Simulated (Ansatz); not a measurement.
Frontier orbitals of ClH₂PSSi, SMILES `Cl[SiH]1PS1`.

Total charge 0; spin multiplicity 1. The geometry is a stationary point of PBE0-D4/def2-TZVP. Basis def2-TZVPP, Ansatz 0.2.0.

Orbital energies of one run (eV). Highest occupied ones, from the top: -9.52, -10.08, -11.29, -11.93, -12.74, -13.09, -13.71, -14.45, -17.45, -19.54, -24.54, -26.62, -103.35, -103.41. Empty: 0.96, 1.43, 1.83, 2.37, 3.05, 3.73.

Question: Which functional gave them?
A. HSE06 (plane-wave form)
B. BHLYP
C. PBE0
D. ωB97X-V

Answer: D. HOMO energies: ωB97X-V -9.52, HSE06 -6.89, PBE0 -7.29, BHLYP -8.25 eV.
